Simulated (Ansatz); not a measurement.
Reaction (ligand exchange at a Ge–O bond): `[BH2][GeH2][O][SiH2]F` + PH₃ → `[BH2][GeH2][PH2]` + `O[SiH2]F`

Computed with Ansatz on PBE0-D4/def2-TZVP structures; ΔE is electronic, products minus reactants. CCSD(T)/CBS is the MP2 limit (def2-TZVPP, def2-QZVPP) plus CCSD(T) − MP2 in def2-TZVPP, frozen cores. This one scheme is used for every species. Functionals use def2-TZVPP. B3LYP here is the variant with VWN-RPA as its local correlation; programs differ in this. For Ge outer-core shells are correlated without core-valence functions, which leaves a few kJ/mol of doubt a bond. Scalar relativity is left out up to krypton. Each species was taken in one conformer, which may not be the lowest.

| level | ΔE (kJ/mol) | difference from CCSD(T)/CBS |
| --- | --- | --- |
| PBE-D4 | -6.7 | -15.2 |
| r2SCAN-D4 | 4.3 | -4.2 |
| PBE0-D4 | -2.1 | -10.6 |
| B3LYP-D4 | 10.9 | 2.4 |
| ωB97X-V | 14.6 | 6.1 |
| ωB97M-V | 10.5 | 2.0 |
| B2PLYP | 12.9 | 4.4 |
| PBE | -6.7 | -15.2 |
| r2SCAN | 4.0 | -4.5 |
| PBE0 | -2.3 | -10.8 |
| B3LYP | 11.0 | 2.5 |
| HF/def2-TZVPP | 34.7 | 26.2 |
| MP2/def2-TZVPP | 9.2 | 0.7 |
| SCS-MP2/def2-TZVPP | 18.1 | 9.6 |
| CCSD/def2-TZVPP | 15.8 | 7.3 |
| CCSD(T)/def2-TZVPP | 12.4 | 3.9 |
| HF/def2-QZVPP | 36.8 | 28.3 |
| MP2/def2-QZVPP | 7.7 | -0.8 |
| SCS-MP2/def2-QZVPP | 16.8 | 8.3 |
| HF/CBS(def2) | 37.1 | 28.6 |
| MP2/CBS(def2) | 5.4 | -3.1 |
| CCSD/CBS(def2) | 11.9 | 3.4 |
| CCSD(T)/CBS | 8.5 | 0 |

Largest T1 diagnostic among the species: 0.013.

In def2-TZVPP, CCSD(T) changes the Hartree–Fock value by −22.3 kJ/mol (the triples alone add −3.4 kJ/mol) and MP2 by −25.5 kJ/mol. From PBE to PBE0 (25 % exact exchange), in def2-TZVPP and without D4, ΔE moves by +4.4 kJ/mol.
